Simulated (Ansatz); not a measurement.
`C=COB(O)O` at its PBE0-D4/def2-TZVP geometry, where that method's forces vanish. Total charge 0; spin multiplicity 1.

```xyz
11

C    -0.8845    2.0506   -0.5414
C    -0.2030    0.9174   -0.5580
O    -0.2927    0.0136    0.4553
B     0.4118   -1.1643    0.4546
O     0.2670   -2.0188    1.5068
O     1.2413   -1.4752   -0.5785
H    -0.7874    2.7437   -1.3650
H    -1.5416    2.3046    0.2809
H     0.4625    0.6373   -1.3684
H    -0.3443   -1.6847    2.1672
H     1.6708   -2.3241   -0.4536
```

**Question.** What forces (eV/Å) does ωB97M-V/def2-TZVPP give on these atoms in Ansatz? (Estimate.)

**Answer.** Ansatz gave: 
```
C1  -0.002  0.008 -0.004
C2   0.043  0.256 -0.316
O3  -0.116 -0.064  0.249
B4  -0.026  0.033  0.009
O5  -0.050 -0.098  0.174
O6   0.138 -0.085 -0.140
H7  -0.002 -0.058  0.059
H8   0.054 -0.038 -0.052
H9  -0.055  0.026  0.065
H10  0.031 -0.021 -0.030
H11 -0.016  0.039 -0.013
```
